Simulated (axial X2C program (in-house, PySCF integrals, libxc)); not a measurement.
**Bond lengths and stretching modes, held linear, of GeOH⁺**

Computed with an axial X2C code built on PySCF integrals: two-component X2C with atomic mean-field Coulomb and Gaunt terms, Gaussian nuclei, basis Ge dyall-v3z, O dyall-av3z, H dyall-v3z with contracted cores. Spin-free rows use the one-electron spin-free X2C Hamiltonian.

Masses Ge 73.921, O 15.995, H 1.008 u. States: 2c Ω = 0 (all partner blocks equally filled); spin-free M_S = 0, Λ = 0 (closed shell).

HF, 2c: energies above the lowest point

```csv
r(Ge–O) (Å),r(O–H) (Å),E (meV)
1.6224,0.9409,0.00
1.6224,0.9650,10.72
1.6224,0.9891,51.15
1.6640,0.9409,0.02
1.6640,0.9650,10.81
1.6640,0.9891,51.33
1.6640,1.0132,116.96
1.7056,0.9409,71.66
1.7056,0.9650,82.49
1.7056,0.9891,123.08
1.7472,0.9650,210.97
1.7472,1.0132,317.38
```

Fit a quadratic surface with cubic terms in each bond: where is the minimum, and what are the two stretching wavenumbers?

At HF, 2c: bonds 1.643 and 0.945 Å; harmonic stretches 947.0 and 4078.1 cm⁻¹; force constants 7.32, 9.26 and coupling 0.01 mdyn/Å.

The other levels and Hamiltonians give:

```json
{"Hamiltonian": "2c", "level": "PBE0", "r(Ge–O) (Å)": "1.662", "r(O–H) (Å)": "0.964", "lower stretch (cm⁻¹)": "894.4", "upper stretch (cm⁻¹)": "3836.9"}
{"Hamiltonian": "2c", "level": "B3LYP", "r(Ge–O) (Å)": "1.674", "r(O–H) (Å)": "0.967", "lower stretch (cm⁻¹)": "872.7", "upper stretch (cm⁻¹)": "3784.4"}
{"Hamiltonian": "2c", "level": "MP2", "r(Ge–O) (Å)": "1.661", "r(O–H) (Å)": "0.967", "lower stretch (cm⁻¹)": "899.0", "upper stretch (cm⁻¹)": "3797.3"}
{"Hamiltonian": "spin-free", "level": "PBE0", "r(Ge–O) (Å)": "1.662", "r(O–H) (Å)": "0.964", "lower stretch (cm⁻¹)": "894.5", "upper stretch (cm⁻¹)": "3836.5"}
{"Hamiltonian": "spin-free", "level": "HF", "r(Ge–O) (Å)": "1.642", "r(O–H) (Å)": "0.945", "lower stretch (cm⁻¹)": "947.1", "upper stretch (cm⁻¹)": "4077.9"}
{"Hamiltonian": "spin-free", "level": "B3LYP", "r(Ge–O) (Å)": "1.673", "r(O–H) (Å)": "0.967", "lower stretch (cm⁻¹)": "872.8", "upper stretch (cm⁻¹)": "3783.9"}
{"Hamiltonian": "spin-free", "level": "MP2", "r(Ge–O) (Å)": "1.661", "r(O–H) (Å)": "0.967", "lower stretch (cm⁻¹)": "899.0", "upper stretch (cm⁻¹)": "3796.8"}
```

Each state is one determinant, the lowest of a limited PBE0 search; the stretches come from a fit to these few points and carry an uncertainty of a few per cent. Other orders of the atoms were not compared. MP2 freezes inner shells (threshold -2 hartree). The molecule was held linear; bending was not examined, so a bent shape may lie lower.
